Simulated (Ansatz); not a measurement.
System: C3HO, net charge 0, doublet state. It need not be the lowest isomer of its formula. SMILES: [CH]=C=C=O
Geometry from a B3LYP-D3(BJ)/def2-TZVP (Ansatz, a first-principles code) optimisation:
```
C
C 1 1.2611
C 1 1.2980 2 166.31
O 3 1.1677 1 173.94 2 180.00
H 2 1.0769 1 139.98 3 -180.00
```
Charge 0, spin multiplicity 2.

Parts of the frozen-core correlation energy in cc-pVDZ (Ansatz, hartree). Frozen orbitals: 4; correlated occupied orbitals by spin: 10 and 9; virtual: 47 and 48. UHF or UKS for open shells. No spin-orbit coupling. No relativistic terms.

| term | value |
|---|---|
| reference (HF) | -188.93719 |
| MP2 opposite-spin | -0.36771 |
| MP2 same-spin | -0.14052 |
| CCSD correlation | -0.54354 |
| (T) | -0.02526 |
| T1 diagnostic | 0.049 |
| largest doubles amplitude | 0.102 |
| <S^2> of the reference | 1.111 |
